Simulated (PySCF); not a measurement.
Mayer bond orders and bond lengths

C₅H₆FN.
Numbering: `[CH3:1][CH2:2]/[C:3]([F:4])=[CH:5]/[C:6]#[N:7]` (hydrogens: H8, H9, H10 on C1; H11, H12 on C2; H13 on C5)

Cartesian coordinates in Å at the GFN2-xTB level; atoms count from 1:
```xyz
13
C5H6FN angstrom
C     -1.7723    0.2166    0.6814
C     -0.9090   -0.4097   -0.4181
C      0.4522    0.1965   -0.4396
F      0.4581    1.4776   -0.8439
C      1.5968   -0.4002   -0.0983
C      2.8544    0.2292   -0.1461
N      3.8900    0.7190   -0.1833
H     -1.8443    1.2925    0.5407
H     -1.3424    0.0216    1.6612
H     -2.7733   -0.2049    0.6503
H     -0.8252   -1.4858   -0.2665
H     -1.3805   -0.2243   -1.3869
H      1.5911   -1.4278    0.2314
```

Bond orders from the PBE0/pcSseg-1 density (PySCF). Isolated species at its GFN2-xTB geometry (one conformer only).

Where do the orders between heavy atoms depart from those drawn in the SMILES?

The largest departure is 0.324, at C3–C5 (drawn double, 1.676). Drawn double or triple, more than 0.30 short of the drawn order: C3–C5 (1.676).

Set the Mayer orders of the bonds beside their lengths.

```tsv
bond	drawn as	length (Å)	Mayer order
C1–C2	single	1.532	1.031
C2–C3	single	1.490	1.051
C3–F4	single	1.343	1.001
C3–C5	double	1.335	1.676
C5–C6	single	1.407	1.079
C6–N7	triple	1.146	3.016
C1–H8	single	1.087	0.963
C1–H9	single	1.088	0.965
C1–H10	single	1.087	0.965
C2–H11	single	1.090	0.947
C2–H12	single	1.093	0.921
C5–H13	single	1.079	0.934
```

Bonds between the same two heavy elements. C–C: lowest C1–C2 (1.031, 1.532 Å), highest C3–C5 (1.676, 1.335 Å).

Sum the orders of all bonds at each heavy atom with more than one neighbour and set the sums beside the valence in the SMILES.

C1 3.924 (drawn 4), C2 3.950 (drawn 4), C3 3.728 (drawn 4), C5 3.689 (drawn 4), C6 4.095 (drawn 4). Orders between atoms that aren't bonded are not in these sums.

For a closed shell the Mayer order of atoms A and B is Σ (PS)μν (PS)νμ over the basis functions μ on A and ν on B, with P the density and S the overlap matrix.

These values come from a run that also computed NMR shieldings. Time: 23 s; peak memory 0.70 GiB. Hardware: an Arm Neoverse N1 with one thread, no GPU, shared host with 64 logical CPUs at a one-minute load of 55.
